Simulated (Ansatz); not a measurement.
Reactions of C$_{3}$H$_{10}$OSi, SMILES `CC([SiH3])CO`.

Computed with Ansatz on PBE0-D4/def2-TZVP structures; ΔE is electronic, products minus reactants. CBS: MP2 limit from def2 TZ/QZ plus the TZ coupled-cluster correction, frozen cores. This one scheme is used for every species. Functionals use def2-TZVPP. Triplets are unrestricted, without spin–orbit coupling. def2 core potentials past Kr. For Ge, Sn, Te outer-core shells are correlated without core-valence functions, which leaves a few kJ/mol of doubt a bond. Scalar relativity is left out up to krypton. One conformer a species, not always the lowest.

```
                                                                     reaction  CCSD(T)/CBS(def2) (kJ/mol)
                        `CC([SiH3])CO` + `C=C(F)S` → `C=C(F)S[SiH3]` + `CCCO`                         -71
                            `CC([SiH3])CO` + H₂Te → `CC([SiH3])[TeH]` + CH₃OH                          -5
                 `CC([SiH3])CO` + `[GeH3][TeH]` → `OC[Te][GeH3]` + `CC[SiH3]`                           1
                                 `CC([SiH3])CO` + H–F → `CC(F)[SiH3]` + CH₃OH                           ?
         `CC([SiH3])CO` + `[NH2][SnH2][OH]` → `[OH][SnH2][NH][SiH3]` + `CCCO`                         -76
                           `CC([SiH3])CO` → `[CH2]` (triplet) + `CC(O)[SiH3]`                           ?
`CC([SiH3])CO` + `C[CH2][Al]([Cl])[Cl]` → `[SiH3][Al]([Cl])[Cl]` + `CCC(C)CO`                           7
                  `CC([SiH3])CO` + `CCCC(=O)O` → `O=C(O)C[SiH3]` + `CCC(C)CO`                           ?
            `CC([SiH3])CO` + `O[SiH2][AlH2]` → `[AlH2][SiH2]O[SiH3]` + `CCCO`                        -114
           `CC([SiH3])CO` + `O[SiH2][SiH3]` → `OC[SiH](O)[SiH3]` + `CC[SiH3]`                         -17
```

(1) Fill in the missing values. (Estimate.)

Largest T1 diagnostic: 0.014, for `O=C(O)C[SiH3]`.

Results:

(1) The calculation gave: `CC([SiH3])CO` + H–F → `CC(F)[SiH3]` + CH₃OH: +68.6 kJ/mol; `CC([SiH3])CO` → `[CH2]` (triplet) + `CC(O)[SiH3]`: +445.7 kJ/mol; `CC([SiH3])CO` + `CCCC(=O)O` → `O=C(O)C[SiH3]` + `CCC(C)CO`: -9.5 kJ/mol.
